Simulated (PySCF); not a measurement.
Relative stability

Two relaxed structures of B$_{2}$H$_{2}$Se, closed shell (PBE0-D4/def2-TZVP; forces vanish, vibrations not checked).

A:

```
5
angstrom
B -0.6733 -0.1802 -0.4369
B 0.5293 0.5479 0.3083
Se 0.5363 -1.3798 0.4818
H -1.6486 -0.3736 -1.0760
H 1.2546 1.3841 0.7229
```

B:

B1  (0.624, -0.460, 0.494)
B2  (0.790, 1.044, 0.517)
Se3  (0.724, -2.293, 0.419)
H4  (-0.702, -2.652, 0.622)
H5  (0.867, 2.217, 0.544)
(Å)

PySCF 2.14 with density fitting (its default auxiliary sets; JK sets also for MP2 and CCSD(T)); basis: def2-TZVPP; cores frozen in the correlated methods. Filled d shells of the heavier atoms are correlated. The def2 sets are not built for correlating such inner shells, so the correlated values are less sure here. B3LYP uses VWN-RPA correlation.

(1) Which structure is lower at CCSD(T), and by how much? (An estimate is asked for; the value comes from the calculation.)

The T1 diagnostic stays at or below 0.018. The restricted Hartree–Fock reference is unstable towards an unrestricted one at one or more of these structures.

Results:

(1) The calculation gives: A, by 267.7 kJ/mol (electronic energy, against the other). By their contacts, A is B₂H₂Se ([BH]1[BH][Se]1) and B is B₂H₂Se ([BH][B][SeH]).

All methods give the same order:

| method | E(B) − E(A) (kJ/mol) |
| --- | --- |
| PBE-D4 | 264.7 |
| r2SCAN-D4 | 273.4 |
| PBE0-D4 | 274.6 |
| B3LYP-D4 | 256.6 |
| wB97M-V | 270.1 |
| HF | 254.3 |
| MP2 | 296.7 |
| CCSD | 264.5 |
| CCSD(T) | 267.7 |

Labels in which every atom is bracketed show which atoms are joined, not bond orders.

For scale, one of the runs: CCSD(T)/def2-TZVPP, 138 basis functions, launched by `OMP_NUM_THREADS=2 python run.py`. Time: 2.5 min of wall clock on 2 CPU threads of an Arm Neoverse V2; the host was shared. Peak host memory: 0.9 GiB.
